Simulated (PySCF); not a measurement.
Computed shifts of a molecule C5H7N, KT2/pcSseg-1 (PySCF), GIAO, gas phase, equivalent atoms averaged, in ppm (number of nuclei): ¹³C: 137.6 (1), 81.1 (1), 80.0 (1), 65.7 (1), 21.2 (1). ¹⁵N: 408.4 (1). ¹H: 7.69 (1), 4.39 (1), 3.36 (1), 3.34 (1), 1.59 (3). References: ¹³C against TMS (σ = 185.1 ppm); ¹⁵N against NH3 (σ = 266.2 ppm); ¹H against TMS (σ = 31.47 ppm), references at their B3LYP-D3(BJ)/def2-TZVP geometries, non-relativistic. The structure is a stationary point at B3LYP-D3(BJ)/def2-SVP. The values are those of a single conformer.

Task: Identify the compound among the candidates.
A) CC1=NCC=C1
B) C#C/C=N/CC
C) C=CC#CCN
D) C1=CCCN=C1

Result: B, C#C/C=N/CC
